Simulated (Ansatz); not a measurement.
The cluster Cs₄Cl₄⁻, relaxed as a doublet with UKS PBE-D4/def2-SVPD in Ansatz, starting from the GFN1-xTB geometry. Force threshold 0.02 eV/Å.

In the def2 sets Cs takes a core potential; there is no spin–orbit coupling. The highest occupied level of the charge -1 doublet lies above zero (up to 0.19 eV). The electron is either unbound and held by the finite basis, or the level is raised by self-interaction error. The structure comes from a short search, and lower isomers may exist.

Start:

```tsv
atom	x (Å)	y (Å)	z (Å)
Cs1	0.4354	0.6137	-2.0691
Cs2	-2.0293	-1.6137	1.2608
Cs3	-1.8566	3.0472	0.4097
Cs4	2.0359	-1.2085	1.3427
Cl5	-0.3544	-2.3282	-1.1671
Cl6	-1.4675	3.1361	-2.4863
Cl7	-0.0186	-2.1995	3.4460
Cl8	3.2553	0.5529	-0.7368
```

```
step  energy (eV)  largest force component (eV/Å)  SCF passes
   1  -52262.1963                           0.841          16
   2  -52262.7604                           0.398          21
   3  -52262.9497                           0.179          21
   4  -52263.0327                           0.085          21
   5  -52263.0550                           0.038          19
   6  -52263.0611                           0.026          18
   7  -52263.0724                           0.038          18
   8  -52263.0827                           0.044          17
   9  -52263.0935                           0.056          17
  10  -52263.1044                           0.058          18
  11  -52263.1150                           0.059          18
  12  -52263.1250                           0.068          18
  13  -52263.1353                           0.080          18
  14  -52263.1466                           0.098          18
  15  -52263.1625                           0.120          18
  16  -52263.1863                           0.139          19
  17  -52263.2209                           0.155          18
  18  -52263.2702                           0.169          18
  19  -52263.3243                           0.142          18
  20  -52263.3626                           0.059          19
  21  -52263.3794                           0.027          20
  22  -52263.3859                           0.024          19
  23  -52263.3870                           0.078          19
  24  -52263.3911                           0.027          19
  25  -52263.3923                           0.018          19
  26  -52263.3928                           0.014          19
  27  -52263.3931                           0.011          18
  28  -52263.3932                           0.005          17
```

Force components are those of the run's own axes.

End:

Cartesian coordinates in Å:
```
Cs 1.2996 1.5267 -2.2216
Cs -2.3940 -1.5864 2.6061
Cs -3.1891 2.0918 -0.7133
Cs 2.1084 -1.8370 1.0614
Cl -0.6410 0.0473 0.2088
Cl -1.3009 3.4470 -2.9947
Cl 0.2442 -3.3448 3.3632
Cl 3.8728 -0.3446 -1.3099
```

Bonds formed: Cs3–Cl5 (atoms count from 1). Metal–metal contacts that move far: Cs1–Cs2 4.70 to 6.83 Å.

The force fell under the threshold at step 25, but the optimiser went on. No frequencies were taken in this run, so the end may be a saddle point.

It took 3.8 min on 4 threads of Arm Neoverse V2 on a shared host.
